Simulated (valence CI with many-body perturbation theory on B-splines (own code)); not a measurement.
# Missing levels of Ba25+

Level of theory: valence CI with perturbative core correlation (CI+MBPT): three valence electrons over a frozen Dirac-Fock core [Ar] 3d10, a basis of 11 s, 11 p, 9 d, 7 f, 5 g, 2 h, 1 i functions for each j, with the one-electron correlation potential Σ1, the two-electron term Σ2, the three-electron term Σ3, Breit, model QED; selected CI, second order for the rest (own B-spline code, finite nucleus).

No measured levels were compared; by estimate levels hold to about 250 cm⁻¹ or 0.2 % of their energy and the worst to 1 %, as in measured heavy ions of charge 2 to 7; those with d or f electrons hold less well.

| Level | E (cm⁻¹) |
| --- | --- |
| (4s^2 4p1/2) J=1/2 | 0 |
| (4s^2 4p3/2) J=3/2 | ? |
| (4s 4p1/2^2) J=1/2 | 434430 |
| (4s 4p1/2 4p3/2) J=3/2 [a] | 553670 |
| (4s 4p1/2 4p3/2) J=5/2 | 591920 |
| (4s 4p1/2 4p3/2) J=3/2 [b] | ? |
| (4s 4p1/2 4p3/2) J=1/2 | 683250 |
| (4s 4p3/2^2) J=5/2 | 753070 |
| (4s 4p3/2^2) J=1/2 | ? |
| (4s 4p3/2^2) J=3/2 | ? |
| (4s^2 4d3/2) J=3/2 | 970520 |
| (4s^2 4d5/2) J=5/2 | 1000900 |
| (4p1/2^2 4p3/2) J=3/2 | 1110900 |
| (4p1/2 4p3/2^2) J=3/2 | 1244900 |
| (4p1/2 4p3/2^2) J=5/2 | 1250700 |
| (4s 4p1/2 4d3/2) J=3/2 [a] | 1304100 |
| (4p1/2 4p3/2^2) J=1/2 | ? |
| (4s 4p1/2 4d3/2) J=5/2 | 1332700 |
| (4s 4p1/2 4d5/2) J=7/2 | 1383300 |
| (4s 4p1/2 4d5/2) J=5/2 [a] | ? |

Levels are named by their leading jj configuration (3d3/2^4 stands for four electrons in 3d with j = 3/2), which in mixed levels can hold well under half, so a name can repeat and another be missing. Letters in brackets count levels of one name in rising energy.

**Question.** The levels stand in rising order. What does the calculation give for the missing energies?

**Answer.** (4s^2 4p3/2) J=3/2 171890; (4s 4p1/2 4p3/2) J=3/2 [b] 653500; (4s 4p3/2^2) J=1/2 855350; (4s 4p3/2^2) J=3/2 861620; (4p1/2 4p3/2^2) J=1/2 1316300; (4s 4p1/2 4d5/2) J=5/2 [a] 1386700.
